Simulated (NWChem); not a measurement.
AlH₃O₂; SMILES [OH][AlH][OH]

```xyz
6

Al    -0.3565    -0.1424    -0.2465
H     -1.5275    -0.9449    -0.9266
O     -0.1438     1.4779    -0.7004
H      0.5322     2.0648    -0.3584
O      0.6991    -0.8074     0.9104
H      0.6799    -1.7046     1.2450
```
Atoms are numbered in this order, from 1.

All runs: NWChem. Structure relaxed at the PBE0/def2-SVP level. GIAO values for the isolated, static molecule; σ is the absolute isotropic shielding.

For level PBE0/pcSseg-1:

| Item | Result |
|---|---|
| σ O3 (ppm) | 302.4 |
| σ O5 (ppm) | 283.3 |

Task: What are these values for level PBE0/pcSseg-2?

Result: 
* **σ O3 (ppm)**: 295.6
* **σ O5 (ppm)**: 274.5
